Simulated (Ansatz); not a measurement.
Molecule: sum formula VO4H3 (charge 0, singlet). 
Structure (B3LYP-D3(BJ)/def2-TZVP (Ansatz, a first-principles code) minimum search):
SMILES: [O]=[V]([OH])([OH])[OH]
```xyz
8

V      0.0182     0.0138    -0.0175
O      1.0097     0.7667    -0.9735
O      0.9396    -0.8682     1.2192
H      1.9026    -0.8449     1.2419
O     -0.9570    -1.1352    -0.9584
H     -0.8429    -1.2314    -1.9103
O     -1.0541     1.1899     0.7722
H     -0.9834     2.1343     0.5948
```

Basis-set convergence of Hartree-Fock and CCSD(T) correlation energies (hartree) with Ansatz. Valence correlation only, unless marked. No spin-orbit coupling. Frozen are the shells of the preceding noble gas and the d and f shells that filled before the atom's block. No relativistic terms.

The T1 diagnostic of CCSD in the largest basis is 0.034, which is high, so the coupled-cluster rows are less sure than usual.

```
basis       functions        E(HF)  E(corr, CCSD(T))  rough core time
----------  ---------  -----------  ----------------  ---------------
def2-SVP          102  -1243.70493          -1.07511       under 20 s
def2-TZVPP        230          [?]               [?]          2.3 min
```

### Question
Some entries are withheld; supply them.

### Answer

- def2-TZVPP, E(HF): -1244.24421
- def2-TZVPP, E(corr, CCSD(T)): -1.31488
